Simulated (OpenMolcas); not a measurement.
## Os+: CASPT2 settings compared

```json
{"Program": "OpenMolcas", "Basis": "ANO-R1 [7s5p4d2f]", "Scalar Hamiltonian": "X2C, finite nucleus", "Active space": "7 electrons in 6 orbitals (5d 6s)", "State averaging": "2S+1 = 6 even, 6 roots; 2S+1 = 4 even, 26 roots kept (CI in the orbitals of an earlier block)", "Spin-orbit coupling": "state interaction with AMFI integrals over the reference wave functions, term energies averaged over their components"}
```

Methods on the same reference wave functions:
A. CASSCF
B. SS-CASPT2, IPEA 0.75 Eh, real shift 0.15 Eh (closed shells correlated: 4f 5s 5p)
C. SS-CASPT2, IPEA 0.5 Eh, sigma2 regulariser 0.05 Eh (closed shells correlated: 4f 5s 5p)
D. XMS-CASPT2, IPEA 0.75 Eh, imaginary shift 0.1 Eh (closed shells correlated: 4f 5s 5p)

Energies in cm-1 above 5d6 6s 6D 9/2, the measured ground level; measured values from NIST Handbook of Basic Atomic Spectroscopic Data.

```json
{"Level": "5d6 6s 6D 9/2", "A": "0.0", "B": "0.0", "C": "0.0", "D": "0.0", "Measured": "0.0"}
{"Level": "5d6 6s 6D 7/2", "A": "3519", "B": "3650", "C": "3660", "D": "3630", "Measured": "3593"}
{"Level": "5d6 6s 6D 5/2 [66 %]", "A": "5236", "B": "5050", "C": "4900", "D": "4930", "Measured": "3929"}
{"Level": "5d6 6s 6D 3/2", "A": "6565", "B": "6550", "C": "6470", "D": "6600", "Measured": "5592"}
{"Level": "5d6 6s 6D 1/2", "A": "7322", "B": "7320", "C": "7250", "D": "7360", "Measured": "6637"}
{"Level": "5d6 6s 4P 5/2 [57 %]", "A": "13127", "B": "13710", "C": "13160", "D": "13820", "Measured": ""}
{"Level": "5d7 4F 9/2", "A": "15526", "B": "12390", "C": "12290", "D": "12830", "Measured": ""}
```

Deviations, from unrounded energies. A percentage is the sum of absolute deviations over the sum of measured energies, with the sign that they share, or ± where signs differ.

```json
{"Against measurement": "mean absolute deviation (cm-1)", "Levels": "4", "A": "760", "B": "700", "C": "630", "D": "690"}
{"Against measurement": "fine structure of the ground term (%)", "Levels": "4", "A": "±15.4", "B": "+14.3", "C": "+12.8", "D": "+14.0"}
```

C lies closest to measurement on these levels and A furthest from it. The largest miss of C in the table is 5d6 6s 6D 5/2 [66 %], by +970 cm-1. The ranking rests on the paired levels alone, and a cruder setting can come out closer through cancelling errors.

Among B to D the level of the table that moves most is 5d6 6s 4P 5/2 [57 %], by 650 cm-1 (lowest in C, highest in D). Moves below CASPT2's spread within the term are not significant.

The mean deviations of B to D differ by less than CASPT2's widest spread within a term (1100 cm-1), so their order carries little weight.

The lowest spin-free term lies below A's lowest term by 0.314 hartree in B, 0.324 hartree in C, 0.318 hartree in D.

CASPT2 breaks the degeneracy within a term, and the mean is taken; among the terms shown or strongly mixed into the levels shown the widest spread is 1100 cm-1 (5d7 4F, D). Terms from blocks run as CI alone lack orbitals of their own. Configurations are named by rounded mean occupations; where the s occupation lies near a half they are strongly mixed, a name can repeat and a true partner stay unpaired. A single d shell beside an s shell can misplace configurations of different d count against each other. Without dynamic correlation excited terms often stand tens of per cent too high (terms of higher spin than the ground term too low), and those without a measured partner can miss by more than the paired ones (holds for A). Some terms miss by over 15 % even with CASPT2, which points to a basis or an active space too small for the shells correlated (holds for B; C; D). The CASPT2 spread within a term exceeds the gap to the next term for 5d7 4F and 5d6 6s 4P, so the order of their levels is uncertain (holds for D). Computed and measured levels are paired by configuration, term and J; levels that our copy of the source lacks, or whose pairing is in doubt (as where it misses far off the trend of its configuration), stay unpaired and out of the deviations. Only configurations of the active space appear. Levels that lie high or do not pair safely by name in every column are left out.

A share in square brackets marks a mixed level and gives the weight of the term that names it, the lowest over the columns.
